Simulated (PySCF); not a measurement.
## Electron correlation in I (iodine, neutral)

[Kr] 4d10 5s1 5p5 5d1, one real determinant (an excited configuration). All numbers are calculated (PySCF 2.14, a scalar-relativistic core potential, in aug-cc-pVDZ-PP with ECP28MDF (5s4p3d, 32 functions)). Frozen: 4s2 4p6 4d10; 7 electrons correlated.

MP2 pair energies summed by pair of shells (mhartree):

```csv
pair,energy,share (%)
5p-5p,-81.05,84.4
5s-5p,-7.39,7.7
5p-5d,-7.12,7.4
5s-5d,-0.45,0.5
```

Total MP2 correlation energy: -96.01 mhartree.

Same-spin part -17.31 and opposite-spin part -78.69 mhartree; SCS-MP2 scales them by 1/3 and 6/5 to -100.20 mhartree.

The reference is one real determinant that mixes LS terms of this configuration.
